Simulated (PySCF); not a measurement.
Species: C₃H₁₀NOSi₂ (doublet state).
Z-matrix (Å and degrees, GFN2-xTB geometry), rows numbered from 1:
```
C 
N   1  1.4067
Si  2  1.6584  1  131.39
C   3  1.9676  2  105.90  1    96.63
C   4  1.5097  3  106.71  2   132.61
Si  5  1.9205  4  107.92  3   -29.13
O   6  1.6185  5   98.78  4    28.05
H   1  1.0939  2  109.68  3  -145.61
H   1  1.0955  2  114.31  3   -21.78
H   1  1.0973  2  108.58  3    97.20
H   3  1.4642  2  128.51  1   -31.24
H   4  1.0860  3  107.80  2    13.17
H   4  1.0871  3  108.99  2  -104.68
H   5  1.0903  4  110.81  3  -152.21
H   5  1.0914  4  109.91  3    89.29
H   6  1.4578  5  113.01  4   141.09
H   6  1.4585  5  111.68  4   -87.57
```

The hyperfine couplings belong to this conformer and change with its torsions.

As a line formula: `C[N][Si@H]1CC[SiH2]O1` [radical].

Theory: UKS B3LYP, pcH-1 on C H N O Si, non-relativistic, mean-field spin-orbit, GIAO (PySCF 2.14.0). Isolated species at its GFN2-xTB geometry (one conformer only). GFN2-xTB frequencies show an imaginary mode (27i cm⁻¹), so this geometry is no minimum at that level. A GFN2-xTB geometry isn't a minimum of the functional, and hyperfine couplings can be far from their values at a DFT geometry. Stability of the SCF solution: not tested.

Task: Give the principal g shifts and their parts.

Result: 
```tsv
Δg (ppt)	1	2	3
relativistic mass correction	-0.20	-0.20	-0.20
gauge correction	0.00	0.04	0.04
orbital Zeeman/spin–orbit	0.09	2.17	8.07
total	-0.11	2.02	7.90
```

So g = 2.00221, 2.00433, 2.01022 and g_iso = 2.00559; the tensor is rhombic: the two nearest values differ by 27 % of g3 − g1. 

Task: What are the electron Larmor frequencies g μB B/h along the three axes at 1200 mT?

Result: 33.6281, 33.6638, 33.7627 GHz for g1, g2 and g3, a range of 134.6 MHz.

Task: At 34.017 GHz, how far is the centre of the isotropic spectrum from where a free electron (g = 2.002319) resonates?

Result: B = hν/(g μB) with μB/h = 13.99624 MHz/mT gives 1213.81 mT for the free electron and 1211.83 mT at g_iso, 1.98 mT lower.

Task: What effective moment and Curie constant follow for a powder?

Result: With the mean of g² = 4.0224 and S(S+1) = 0.75: μ_eff = √(⟨g²⟩S(S+1)) = 1.737 μB and χT = 0.12505·⟨g²⟩·S(S+1) = 0.377 cm³ K/mol (cgs; spin-Hamiltonian part alone).

Task: In a frozen sample, at which fields do the three g values resonate at 9.5, 34, 94 and 263 GHz (hyperfine left aside), and which band first spreads them over more than twice a line width of 1.0 mT?

Result: 
| band | GHz | B(g3) mT | B(g2) mT | B(g1) mT | spread mT |
| --- | --- | --- | --- | --- | --- |
| X | 9.5 | 337.65 | 338.64 | 339.00 | 1.35 |
| Q | 34.0 | 1208.43 | 1211.98 | 1213.27 | 4.84 |
| W | 94.0 | 3340.97 | 3350.78 | 3354.34 | 13.37 |
| J | 263.0 | 9347.60 | 9375.06 | 9385.01 | 37.42 |

The spread grows in proportion to the frequency. Q band is the first where it exceeds 2.0 mT.

The Mulliken spin populations are largest on N2 (+0.85), C4 (+0.09), H10 (+0.08) and C1 (-0.06). No atom but N2 exceeds +0.15.

The HOMO–LUMO gaps are 7.54 eV among the α and 3.43 eV among the β orbitals.
